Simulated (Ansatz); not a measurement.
Start from `CC[N](C)[Zr]([OH])([F])[O]C` and change one atom or group to get `C#[C][Zr]([OH])([F])[O]C`.

Ansatz, PBE0-D4/def2-TZVP geometries, multiplicity 1. Each molecule was computed in one conformer, which needn't be the lowest.

Elements past krypton have def2 core potentials.

```
                                      property  `CC[N](C)[Zr]([OH])([F])[O]C`
       HOMO–LUMO gap (ωB97M-V/def2-TZVPP) / eV                           9.35
         HOMO energy (ωB97M-V/def2-TZVPP) / eV                          -8.51
             LUMO energy (PBE/def2-TZVPP) / eV                          -0.86
         LUMO energy (ωB97M-V/def2-TZVPP) / eV                           0.84
           HOMO–LUMO gap (PBE/def2-TZVPP) / eV                           4.13
size of the dipole moment (PBE/def2-TZVPP) / D                           2.39
```

What does the change do to each property? (An estimate is asked.)

Ansatz gave: 
```json
{"property": "HOMO–LUMO gap (ωB97M-V/def2-TZVPP) / eV", "`C#[C][Zr]([OH])([F])[O]C`": "10.77", "shift": "1.42"}
{"property": "HOMO energy (ωB97M-V/def2-TZVPP) / eV", "`C#[C][Zr]([OH])([F])[O]C`": "-10.09", "shift": "-1.58"}
{"property": "LUMO energy (PBE/def2-TZVPP) / eV", "`C#[C][Zr]([OH])([F])[O]C`": "-1.86", "shift": "-1.00"}
{"property": "LUMO energy (ωB97M-V/def2-TZVPP) / eV", "`C#[C][Zr]([OH])([F])[O]C`": "0.68", "shift": "-0.16"}
{"property": "HOMO–LUMO gap (PBE/def2-TZVPP) / eV", "`C#[C][Zr]([OH])([F])[O]C`": "4.75", "shift": "0.62"}
{"property": "size of the dipole moment (PBE/def2-TZVPP) / D", "`C#[C][Zr]([OH])([F])[O]C`": "3.08", "shift": "0.69"}
```

With PBE0 the HOMO falls by 1.60 eV and the LUMO falls by 1.03 eV, so the gap widens by about 0.57 eV. PBE moves the HOMO by -1.62 eV and ωB97M-V by -1.58 eV. Dipoles are sizes alone; their direction can turn.
